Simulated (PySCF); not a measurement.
Potential energy curve for CuCl, singlet.

Computed with CCSD(T) on UHF/def2-SVP, 10 core orbitals frozen run with PySCF 2.14.0.

Relative to R = 2.11 Å, what are the energies at R = 2.30, 2.59, 3.71, 6.28 Å?

4.1 kcal/mol at 2.30 Å, 18.8 kcal/mol at 2.59 Å, 71.5 kcal/mol at 3.71 Å, 79.4 kcal/mol at 6.28 Å.

The unrestricted determinant behind UCCSD(T) is spin-contaminated at 3.44 to 8.39 Å (<S²> up to 1.0, against 0.00 for a pure singlet).
